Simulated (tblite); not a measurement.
Species: C₃H₉BF₂Si.
Numbering: `[CH3:1][C@@H:2]([BH:3][F:4])[C@@H:5]([F:6])[SiH3:7]` (hydrogens: H8, H9, H10 on C1; H11 on C2; H12 on B3; H13 on C5; H14, H15, H16 on Si7)

Computed with GFN2-xTB (tblite), gas phase: L-BFGS steps from a force-field or distance-geometry start until the largest atomic force falls under 0.01 eV/Å.

Step 34: E = -638.8978 eV
```
atom  x, y, z in Å  |  force x, y, z in eV/Å
C1     -0.6618    1.1817    0.8933    0.005   0.012  -0.002
C2     -0.6815   -0.2476    0.3459   -0.035   0.011   0.011
B3     -2.0776   -0.6612   -0.3015    0.040   0.027  -0.042
F4     -2.6250   -1.8050    0.0501    0.012  -0.007   0.000
C5      0.4007   -0.4252   -0.7338   -0.001  -0.026   0.019
F6      0.1784    0.4734   -1.7743   -0.034  -0.018   0.001
Si7     2.2296   -0.2045   -0.1830    0.078  -0.006   0.013
H8     -1.4602    1.3138    1.6191   -0.004   0.041   0.003
H9      0.2889    1.3944    1.3763    0.012  -0.010   0.051
H10    -0.8008    1.8932    0.0844   -0.049   0.016  -0.017
H11    -0.4158   -0.9338    1.1571    0.006  -0.026  -0.014
H12    -2.6301   -0.0457   -1.1338   -0.018   0.014   0.043
H13     0.2782   -1.4167   -1.1882    0.003  -0.037  -0.046
H14     2.4901    1.1871    0.1899   -0.011  -0.074  -0.033
H15     3.0209   -0.5786   -1.3577    0.016   0.023   0.081
H16     2.4582   -1.1164    0.9449   -0.020   0.061  -0.068
```

Step 35: E = -638.8991 eV
```
atom  x, y, z in Å  |  force x, y, z in eV/Å
C1     -0.6575    1.1820    0.8996   -0.003   0.018  -0.015
C2     -0.6818   -0.2465    0.3497   -0.060   0.017   0.035
B3     -2.0752   -0.6581   -0.3060    0.050   0.036  -0.042
F4     -2.6102   -1.8152    0.0211    0.011   0.002  -0.004
C5      0.3999   -0.4321   -0.7291   -0.048  -0.020   0.021
F6      0.1737    0.4587   -1.7755   -0.023  -0.003  -0.011
Si7     2.2285   -0.2020   -0.1854    0.060  -0.009   0.005
H8     -1.4635    1.3215    1.6160    0.013   0.020   0.012
H9      0.2901    1.3929    1.3903   -0.004  -0.031   0.049
H10    -0.7871    1.8941    0.0902   -0.042   0.027  -0.041
H11    -0.4242   -0.9364    1.1599    0.025  -0.028   0.000
H12    -2.6303   -0.0310   -1.1279   -0.026   0.006   0.047
H13     0.2721   -1.4261   -1.1761    0.026  -0.045  -0.044
H14     2.4813    1.1927    0.1764   -0.002  -0.054  -0.029
H15     3.0118   -0.5821   -1.3619    0.038   0.020   0.064
H16     2.4647   -1.1035    0.9472   -0.015   0.042  -0.047
```

Step 36: E = -638.9002 eV
```
atom  x, y, z in Å  |  force x, y, z in eV/Å
C1     -0.6541    1.1828    0.9046   -0.011   0.022  -0.023
C2     -0.6825   -0.2454    0.3534   -0.053   0.014   0.043
B3     -2.0724   -0.6551   -0.3103    0.041   0.030  -0.025
F4     -2.5970   -1.8227   -0.0029    0.012   0.012  -0.012
C5      0.3988   -0.4384   -0.7252   -0.070  -0.012   0.012
F6      0.1695    0.4461   -1.7767   -0.011   0.004  -0.013
Si7     2.2285   -0.2003   -0.1874    0.004  -0.010  -0.013
H8     -1.4661    1.3279    1.6135    0.024   0.004   0.019
H9      0.2907    1.3914    1.4030   -0.022  -0.044   0.034
H10    -0.7770    1.8951    0.0945   -0.026   0.030  -0.049
H11    -0.4302   -0.9387    1.1619    0.031  -0.023   0.012
H12    -2.6311   -0.0186   -1.1219   -0.033   0.005   0.042
H13     0.2673   -1.4347   -1.1671    0.043  -0.036  -0.030
H14     2.4732    1.1962    0.1647    0.009  -0.018  -0.021
H15     3.0054   -0.5848   -1.3639    0.066   0.011   0.032
H16     2.4695   -1.0921    0.9482   -0.005   0.011  -0.009
```

Step 37: E = -638.9011 eV
```
atom  x, y, z in Å  |  force x, y, z in eV/Å
C1     -0.6518    1.1838    0.9081   -0.016   0.022  -0.022
C2     -0.6839   -0.2443    0.3568   -0.024   0.005   0.032
B3     -2.0695   -0.6524   -0.3140    0.014   0.009   0.001
F4     -2.5867   -1.8277   -0.0213    0.016   0.024  -0.022
C5      0.3968   -0.4435   -0.7220   -0.060  -0.004  -0.003
F6      0.1660    0.4366   -1.7777   -0.005   0.003  -0.008
Si7     2.2284   -0.1992   -0.1891   -0.053  -0.010  -0.028
H8     -1.4676    1.3329    1.6119    0.027  -0.004   0.022
H9      0.2907    1.3893    1.4133   -0.035  -0.045   0.013
H10    -0.7702    1.8965    0.0969   -0.007   0.021  -0.040
H11    -0.4337   -0.9406    1.1637    0.025  -0.010   0.018
H12    -2.6326   -0.0091   -1.1164   -0.036   0.008   0.032
H13     0.2644   -1.4418   -1.1609    0.047  -0.017  -0.010
H14     2.4670    1.1984    0.1554    0.017   0.013  -0.014
H15     3.0019   -0.5866   -1.3646    0.086   0.001   0.003
H16     2.4729   -1.0834    0.9487    0.004  -0.017   0.025
```

**Question.** Estimate the geometry and energy of step 38. (The exact step hangs on the optimiser's Hessian estimate; all steps are aligned on step 37, rigid shifts and turns removed.)

**Answer.** E = -638.9020 eV, largest force 0.093 eV/Å
```
atom  x, y, z in Å  |  force x, y, z in eV/Å
C1     -0.6504    1.1851    0.9101   -0.019   0.012  -0.015
C2     -0.6852   -0.2433    0.3599    0.013  -0.005   0.010
B3     -2.0665   -0.6498   -0.3169   -0.018  -0.001   0.025
F4     -2.5781   -1.8301   -0.0348    0.011   0.011  -0.027
C5      0.3942   -0.4476   -0.7201   -0.027   0.004  -0.017
F6      0.1632    0.4294   -1.7789   -0.005  -0.001  -0.001
Si7     2.2277   -0.1988   -0.1911   -0.087  -0.009  -0.033
H8     -1.4683    1.3364    1.6110    0.019  -0.007   0.022
H9      0.2897    1.3873    1.4216   -0.036  -0.038  -0.009
H10    -0.7662    1.8978    0.0980    0.012   0.008  -0.024
H11    -0.4351   -0.9425    1.1649    0.013   0.009   0.020
H12    -2.6346   -0.0018   -1.1110   -0.035   0.016   0.018
H13     0.2630   -1.4477   -1.1573    0.040   0.005   0.010
H14     2.4621    1.1997    0.1483    0.020   0.032  -0.010
H15     3.0022   -0.5880   -1.3641    0.091  -0.005  -0.013
H16     2.4748   -1.0773    0.9490    0.008  -0.032   0.044
```

The energy changes by -0.0009 eV. The first-order estimate −F·Δx gives -0.0012 eV and the mean of the old and new forces, exact on a quadratic surface, -0.0009 eV. The step makes an angle of 76° with the force vector and moves no atom by more than 0.016 Å.

What follows is the cost of the whole relaxation. Hardware: an Arm Neoverse V1 with one thread, shared host with 32 logical CPUs at a one-minute load of 14. Cost: 0.59 s of wall time.
